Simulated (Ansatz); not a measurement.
Coupled-cluster diagnostics for As₂H₄, Ansatz.

Geometry of the singlet (PBE0-D4/def2-TZVP):

```xyz
6

As    0.8564    0.8778   -0.0008
As   -0.8573   -0.8770    0.0036
H     0.4890    1.3060   -1.4176
H    -0.1116    1.8984    0.5883
H     0.1094   -1.8954   -0.5915
H    -0.4859   -1.3099    1.4180
```

Correlated methods freeze 18 core orbitals; core or outer-core shells of As are correlated, in sets that lack core-valence functions.

(1) Estimate the CCSD(T) correlation energy, the shares of MP2 and (T), T1 and the reference's ⟨S²⟩ for: charge 0, singlet, own geometry in def2-TZVPP; charge 1, doublet, vertical in def2-TZVPP; and the rough time on 4 threads of Intel Xeon on a shared host.

Answers

(1) 
```
                          state       basis  correlation (eV)  MP2 share (%)  (T) share (%)     T1  ⟨S²⟩ (pure)  wall time
charge 0, singlet, own geometry  def2-TZVPP           -16.238           92.6            3.6  0.011  0.00 (0.00)       36 s
    charge 1, doublet, vertical  def2-TZVPP           -15.308           91.6            3.6  0.018  0.83 (0.75)    2.1 min
```
Customary marks for T1 are 0.02 (closed shells), 0.045 (open shells) and about 0.05 (3d metals). T1 stays under 0.02 throughout.
